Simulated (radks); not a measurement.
Results of a calculation; reference values are marked as such.
Species: Pm48+. Configuration: [Ne] 3s2 3p1. Code: a radial shooting solver on a logarithmic mesh with Libxc functionals. Model: Dirac Kohn-Sham, LDA (Slater exchange, Perdew-Zunger correlation), spin-unpolarised, spherical densities, point nucleus; open shells fill j = l - 1/2 first. Some entries of the table are withheld. Estimate them.

| orbital | occ. | eigenvalue (eV) | r(max) (bohr) |
|---|---|---|---|
| 1s1/2 | 2 | -48315.47 | 0.01480 |
| 2s1/2 | 2 | -10501.98 | (1) |
| 2p1/2 | 2 | (2) | (3) |
| 2p3/2 | 4 | (4) | (5) |
| 3s1/2 | 2 | (6) | 0.2232 |
| 3p1/2 | 1 | (7) | 0.2086 |
| 3p3/2 | 0 | (8) | 0.2182 |

Answer. 
(1) 2s1/2 r(max) (bohr): 0.08340
(2) 2p1/2 eigenvalue (eV): -10164.53
(3) 2p1/2 r(max) (bohr): 0.06315
(4) 2p3/2 eigenvalue (eV): -9586.707
(5) 2p3/2 r(max) (bohr): 0.06857
(6) 3s1/2 eigenvalue (eV): -4240.223
(7) 3p1/2 eigenvalue (eV): -4120.217
(8) 3p3/2 eigenvalue (eV): -3969.162
